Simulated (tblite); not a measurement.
C₈H₁₂Si₂.
Atom-mapped SMILES: `[SiH3:1]/[CH:2]=[C:3](\[SiH3:4])[c:5]1[cH:6][cH:7][cH:8][cH:9][cH:10]1` (hydrogens: H11, H12, H13 on Si1; H14 on C2; H15, H16, H17 on Si4; H18 on C6; H19 on C7; H20 on C8; H21 on C9; H22 on C10)

The geometry is computed with GFN2-xTB (gas phase).

Task: What internal coordinates does the optimisation give?

Result: 
| bond | length (Å) | order |
| --- | --- | --- |
| Si1–C2 | 1.880 | single |
| C2=C3 | 1.335 | double |
| C3–Si4 | 1.891 | single |
| C3–C5 | 1.479 | single |
| C5–C6, C5–C10 | 1.390 | aromatic |
| C6–C7, C9–C10 | 1.383 | aromatic |
| C7–C8, C8–C9 | 1.385 | aromatic |
| Si1–H11, Si1–H12, Si1–H13 | 1.466 | single |
| C2–H14 | 1.089 | single |
| Si4–H15, Si4–H16, Si4–H17 | 1.465 | single |
| C6–H18, C10–H22 | 1.081 | single |
| C7–H19, C9–H21 | 1.080 | single |
| C8–H20 | 1.080 | single |

Bonds in one row agree within 0.01 Å and their mean is given. Orders are formal, as drawn. A selection of angles:
| angle | degrees |
| --- | --- |
| C2–Si1–H11 | 110.4 |
| C2–Si1–H12 | 107.5 |
| C2–Si1–H13 | 111.0 |
| H11–Si1–H12 | 109.1 |
| Si1–C2–C3 | 127.7 |
| Si1–C2–H14 | 115.5 |
| C3–C2–H14 | 116.8 |
| C2–C3–Si4 | 126.3 |
| C2–C3–C5 | 119.9 |
| Si4–C3–C5 | 113.8 |
| C3–Si4–H15 | 110.4 |
| C3–Si4–H16 | 107.9 |
| H15–Si4–H16 | 110.2 |
| C3–C5–C6 | 120.4 |
| C3–C5–C10 | 120.5 |
| C6–C5–C10 | 119.0 |
| C5–C6–C7 | 120.5 |
| C5–C6–H18 | 119.2 |
| C7–C6–H18 | 120.3 |
| C6–C7–C8 | 120.2 |
| C6–C7–H19 | 119.8 |
| C8–C7–H19 | 120.0 |
| C7–C8–C9 | 119.7 |
| C7–C8–H20 | 120.2 |

Torsions: Si1–C2–C3–Si4 0° (synperiplanar); C2–C3–C5–C6 -91° (anticlinal). The mirror-image conformer, all signs reversed, is as good.

Si4 (SiH3 silicon) is tetrahedral (angles from 107.9° to 110.4°). The C–C distances run from 1.335 Å (C2=C3, drawn double) to 1.479 Å (C3–C5, drawn single), a spread of 0.144 Å. Si1 (SiH3 silicon) is tetrahedral (angles from 107.5° to 111.0°). The 6-membered ring C5–C6–C7–C8–C9–C10 has internal angles of 119.0° to 120.5° (sum 720°, against 720° for a flat polygon); it is planar, 0.00 Å rms from its mean plane, widest ring torsion 0°. Of the pairs four or more bonds apart, Si1···H15 is among the closest relative to their van der Waals radii: 3.18 Å, 96 % of the sum of Bondi's values.

GFN2-xTB frequencies show an imaginary mode (39i cm⁻¹), so the point is no minimum at that level. 2 starts were optimised and ended at 0.00 and 1.58 kcal/mol (GFN2-xTB); the lowest of these is shown.
